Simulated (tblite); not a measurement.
A tight-binding relaxation on `[SiH3][Se][SiH2]C1=CC=NC=C1`.

Computed with GFN2-xTB geometry optimisation, gas phase (tblite 0.8.0). Start geometry: from a force field or distance geometry. The command runs a driver script over a list of jobs; the input below is this job's line of settings and its coordinates in Å.

Command:
```bash
OMP_NUM_THREADS=1 python probes_run.py task.json out
```

Input:
```
{"job": {"kind": "relax", "xc": "GFN2-xTB", "basis": "xTB"}, "charge": 0, "multiplicity": 1}
Si    -3.957800     0.514200     0.062800
Se    -2.207700    -0.170900     1.280000
Si    -0.625100    -1.303400     0.037600
C      0.975900    -0.405900     0.135700
C      0.983600     0.941600    -0.096400
C      2.184000     1.648700    -0.032200
N      3.337700     1.005300     0.280100
C      3.317500    -0.325500     0.528700
C      2.153000    -1.072100     0.464300
H     -3.749700     0.487700    -1.374100
H     -4.434400     1.864400     0.447600
H     -5.097700    -0.412000     0.333400
H     -0.438300    -2.650500     0.617400
H     -1.098300    -1.344500    -1.361400
H      0.067900     1.453000    -0.348600
H      2.147700     2.712600    -0.219100
H      4.255200    -0.797300     0.773900
H      2.178000    -2.139000     0.664200
```

Output:
```
step      E/eV     max force
  0    -676.81844    1.865
  1    -676.94363    0.926
  2    -676.99143    0.681
  3    -677.02874    0.449
  4    -677.05086    0.399
  5    -677.07041    0.284
  6    -677.07839    0.213
  7    -677.08551    0.187
  8    -677.09055    0.191
  9    -677.09582    0.171
... (201 lines left out)
211    -677.19608    0.017
212    -677.19612    0.016
213    -677.19616    0.019
214    -677.19620    0.015
215    -677.19627    0.013
216    -677.19630    0.015
217    -677.19635    0.016
218    -677.19638    0.013
219    -677.19639    0.010
220    -677.19641    0.009
```

«max force» is the largest atomic force in eV/Å.

**Question.** From which step on does the largest force stay under 0.1 eV/Å, and how much energy is left to gain from there?

**Answer.** From step 182 (0.035 eV/Å), 7.1 meV above the end.

Main results: energy lowered by 8.7 kcal/mol over 220 steps; largest atomic force 0.009 eV/Å at the end.

The run took 4.0 s on one thread of an Arm Neoverse N1, shared host.
Labels such as C1 count atoms from 1, the log's own numbers from 0.
